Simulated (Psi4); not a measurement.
CH₄AlFS, singlet, geometry from GFN2-xTB (such geometries of metal compounds can be far from the true shape).

Here is a job for Psi4.
```
memory 2 GB

molecule mol {
0 1
Al   -0.336867    0.220389   -0.170901
F    -1.850896   -0.361585   -0.475775
C     0.145298    2.099588   -0.572787
H     0.965307    2.174216   -1.290257
H     0.459369    2.647960    0.317941
H    -0.712782    2.623357   -0.997031
S     1.088213   -1.210511    0.698944
H     2.042244   -0.285689    0.726647
}

set {
  basis cc-pvdz
  reference rhf
  freeze_core true
}

energy('qcisd(t)')
print_variables()
```

### Question
What nuclear repulsion energy does QCISD(T)/cc-pVDZ (Psi4) give?

### Answer
193.7936 Eh

### Question
Estimate the MP2 correlation energy that QCISD(T)/cc-pVDZ returns for this input.

### Answer
-0.5280 Eh

### Question
Predict the number of basis functions from QCISD(T)/cc-pVDZ.

### Answer
84

### Question
What total energy does QCISD(T)/cc-pVDZ give?

### Answer
-779.8019 Eh

### Question
Roughly what does it cost on one core?

### Answer
around 60 core-seconds (rough).
